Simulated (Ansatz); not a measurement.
Reaction (redistribution): `CO[SiH](C)S` + `F[SiH]1[SiH2][Se]1` → `CO[SiH](F)S` + `C[SiH]1[SiH2][Se]1`

Calculated with Ansatz (gas phase, PBE0-D4/def2-TZVP geometries, no zero-point term in ΔE). CCSD(T)/CBS is the MP2 limit (def2-TZVPP, def2-QZVPP) plus CCSD(T) − MP2 in def2-TZVPP, frozen cores. DFT in def2-TZVPP. B3LYP here is the variant with VWN-RPA as its local correlation; programs differ in this. For Se outer-core shells are correlated without core-valence functions, which leaves a few kJ/mol of doubt a bond. Scalar relativity is left out up to krypton. Each species was taken in one conformer, which may not be the lowest.

`CO[SiH](C)S`:

```xyz
13

C     0.638   -1.984   -0.478
O     0.863   -0.614   -0.246
Si   -0.338    0.489   -0.082
C     0.473    2.103    0.318
S    -1.693   -0.002    1.509
H     0.058   -2.147   -1.395
H     1.606   -2.476   -0.591
H     0.107   -2.445    0.361
H    -1.149    0.519   -1.330
H    -0.262    2.910    0.340
H     0.962    2.054    1.293
H     1.232    2.339   -0.432
H    -2.497   -0.747    0.734
```

`F[SiH]1[SiH2][Se]1`:

Cartesian coordinates in Å:
```
F -1.153 0.191 2.058
Si -0.896 0.414 0.499
Si 1.040 -0.210 -0.461
Se -0.899 -1.429 -0.809
H -1.770 1.526 0.077
H 1.597 0.433 -1.675
H 2.081 -0.926 0.311
```

`CO[SiH](F)S`:

Z-matrix (Å, degrees):
```
C
O 1 1.415
H 1 1.094 2 111.2
H 1 1.090 2 107.9 3 119.4
H 1 1.095 2 111.2 3 -121.6
Si 2 1.623 1 124.4 3 59.9
S 6 2.109 2 108.5 1 -172.8
F 6 1.597 2 107.9 1 -51.2
H 6 1.477 2 113.7 1 66.3
H 7 1.345 6 92.9 2 42.9
```

`C[SiH]1[SiH2][Se]1`:

Z-matrix (Å, degrees):
```
C
Si 1 1.864
H 1 1.091 2 110.4
H 1 1.093 2 110.3 3 -120.4
H 1 1.093 2 110.3 3 120.0
Si 2 2.257 1 123.5 3 24.1
Se 2 2.297 1 116.6 3 -46.8
H 2 1.484 1 112.4 3 179.5
H 6 1.483 2 121.6 1 -1.7
H 6 1.483 2 122.9 1 153.6
```

```tsv
level	ΔE (kJ/mol)	difference from CCSD(T)/CBS
PBE-D4	-16.6	4.3
r2SCAN-D4	-19.3	1.6
PBE0-D4	-19.7	1.2
B3LYP-D4	-18.3	2.6
ωB97X-V	-20.0	0.9
ωB97M-V	-19.8	1.1
B2PLYP	-20.6	0.3
PBE	-17.2	3.7
r2SCAN	-19.5	1.4
PBE0	-20.2	0.7
B3LYP	-19.2	1.7
HF/def2-TZVPP	-25.4	-4.5
MP2/def2-TZVPP	-22.9	-2.0
SCS-MP2/def2-TZVPP	-22.6	-1.7
CCSD/def2-TZVPP	-22.8	-1.9
CCSD(T)/def2-TZVPP	-22.3	-1.4
HF/def2-QZVPP	-25.2	-4.3
MP2/def2-QZVPP	-22.1	-1.2
SCS-MP2/def2-QZVPP	-21.9	-1.0
HF/CBS(def2)	-25.2	-4.3
MP2/CBS(def2)	-21.6	-0.7
CCSD/CBS(def2)	-21.5	-0.6
CCSD(T)/CBS	-20.9	0
```

Largest T1 diagnostic among the species: 0.012.
